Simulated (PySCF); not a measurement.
**Stretching NaGa**

Set-up: basis Na 6-31G(d,p), Ga 6-31G(d,p); no relativity; PySCF 2.14. Energies in eV from Na + Ga in their ground configurations at the same level. State: ¹Σ⁺ (singlet), closed shell.

All columns are LC-ωPBE. A positive dipole means Na(−)Ga(+).

```
R (Å)  E (eV)  μ (D)  Mulliken charge on Na (basis-dependent)  HOMO (eV)  LUMO (eV)  Mayer bond order  ⟨S²⟩
2.678  -0.257  -3.91                                     0.10      -5.25       0.17              1.04  0.00
2.803  -0.371  -3.90                                     0.07      -5.23       0.18              1.04  0.00
2.927  -0.431  -3.86                                     0.06      -5.20       0.14              1.03  0.00
3.021  -0.449  -3.81                                     0.05      -5.17       0.12              1.03  0.00
3.114  -0.448  -3.76                                     0.05      -5.14       0.09              1.03  0.00
3.207  -0.432  -3.71                                     0.04      -5.11       0.06              1.02  0.00
3.332  -0.392  -3.63                                     0.03      -5.06       0.02              1.02  0.00
3.488  -0.320  -3.53                                     0.03      -5.00      -0.04              1.02  0.00
3.675  -0.212  -3.41                                     0.02      -4.93      -0.12              1.01  0.00
3.924  -0.044  -3.26                                     0.01      -4.83      -0.22              1.01  0.00
```

A fit through these points gives, at Re = 3.062 Å, μ = -3.79 D and dμ/dR = 0.539 D/Å; the reduced mass is 17.24 u.

How strong is the fundamental in the double-harmonic approximation, I = 42.26·(dμ/dR)²/μred km/mol?

I = 42.26·(0.539)²/17.24 = 0.712 km/mol at LC-ωPBE.

Closed-shell solutions of metal pairs were not tested for spin polarisation, which can lower them a little.
